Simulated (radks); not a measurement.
Results of a calculation; reference values are marked as such.
Q: Species: Sb7+. Configuration: [Kr] 4d8. Level of theory: scalar-relativistic Kohn-Sham, LB94 model potential, spin-polarised, spherical densities, finite nucleus; open shells are filled with parallel spins first (spin-orbit coupling, left out, can overturn this in heavy ions); Fermi nuclear charge, rms radius 4.6802 fm (a radial shooting solver on a logarithmic mesh with Libxc functionals). Some entries of the table are withheld. Estimate them.

| orbital | occ. | eigenvalue (hartree) | r(max) (bohr) | <r> (bohr) |
|---|---|---|---|---|
| 1s down | 1 | -1123.277 | 0.01834 | 0.02838 |
| 1s up | 1 | -1123.276 | 0.01834 | 0.02838 |
| 2s up | 1 | -175.1107 | 0.1036 | 0.1224 |
| 2s down | 1 | -175.1057 | 0.1036 | 0.1223 |
| 2p up | 3 | -157.8436 | 0.08292 | 0.1068 |
| 2p down | 3 | -157.8413 | 0.08292 | 0.1068 |
| 3s up | 1 | -37.98937 | 0.3000 | 0.3300 |
| 3s down | 1 | -37.98256 | 0.3001 | 0.3301 |
| 3p up | 3 | -32.33884 | 0.2935 | 0.3278 |
| 3p down | 3 | -32.33104 | 0.2936 | 0.3280 |
| 3d up | 5 | -23.69472 | 0.2436 | 0.3039 |
| 3d down | 5 | -23.68163 | 0.2437 | 0.3040 |
| 4s up | 1 | (1) | 0.7173 | 0.7806 |
| 4s down | 1 | (2) | 0.7163 | 0.7795 |
| 4p up | 3 | (3) | 0.7554 | 0.8347 |
| 4p down | 3 | (4) | 0.7543 | 0.8336 |
| 4d up | 5 | -5.26287 | 0.8279 | 0.9554 |
| 4d down | 3 | -5.22241 | 0.8263 | 0.9546 |

A: 
(1) 4s up eigenvalue (hartree): -9.60019
(2) 4s down eigenvalue (hartree): -9.56506
(3) 4p up eigenvalue (hartree): -7.84802
(4) 4p down eigenvalue (hartree): -7.80951
